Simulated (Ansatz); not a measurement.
Basis-set extrapolation for C$_{2}$H$_{4}$AlCl, SMILES `[AlH2]/[CH]=C/Cl` (PBE0-D4/def2-TZVP geometry, frozen core, the Gaussian-basis code of Ansatz). Multiplicity 1, RHF reference.

```tsv
	def2-TZVPP	def2-QZVPP
HF	-779.497021	-779.520370
MP2 correlation	-0.589842	-0.635596
CCSD(T) correlation	-0.662002	not run
```

Energies in hartree. Use E(X) = E(∞) + A·exp(−7.88·√X) for Hartree–Fock and E(X) = E(∞) + B·X^(−2.97) for correlation, with X = 3 and 4, and add CCSD(T) minus MP2 of the smaller set to the MP2 limit.

Problem. What is the CCSD(T) energy at the basis-set limit?

Solution. HF limit: -779.520370 + (-0.023349) × 0.13774 = -779.52359. MP2 limit: -0.635596 + (-0.045754) × 0.74074 = -0.66949. Higher-order term: -0.662002 − (-0.589842) = -0.07216. Total: -780.26524 hartree, 278.9 kJ/mol below CCSD(T)/def2-TZVPP.
